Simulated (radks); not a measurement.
Initial-state core-level shifts of neutral scandium when its valence configuration changes from [Ar] 3d1 4s2. All-electron calculation, scalar-relativistic Kohn-Sham, PBEsol, spin-polarised, spherical densities, finite nucleus; open shells are filled with parallel spins first; Fermi nuclear charge, rms radius 3.5459 fm. Program: a radial shooting solver on a logarithmic mesh with Libxc functionals. Shifts are changes of the shell-averaged eigenvalues in eV (positive: less bound); the change of the density at the nucleus, which sets a Mossbauer isomer shift, is in e/bohr^3, on a base of 7279.

valence              1s      2s      3s      3p  density at nucleus
3d0.5 4s2 4p0.5  -2.952  -3.370  -2.930  -2.802             +1.4009
3d1.5 4s1.5      +1.770  +2.085  +1.832  +1.742             -2.0451
3d1 4s1 4p1      -1.064  -1.066  -1.057  -1.043             -2.4668
4s2 4p1          -6.287  -7.225  -6.137  -5.856             +3.0915
3d2 4s1          +3.081  +3.619  +3.236  +3.083             -3.5632
3d1 4s1.5 4p0.5  -0.613  -0.611  -0.604  -0.597             -1.1789
3d0.5 4s1.5 4p1  -3.490  -3.912  -3.462  -3.326             -0.0193
3d2.5 4s0.5      +3.848  +4.587  +4.112  +3.908             -5.0779
3d1 4p2          -2.272  -2.235  -2.247  -2.224             -5.5366
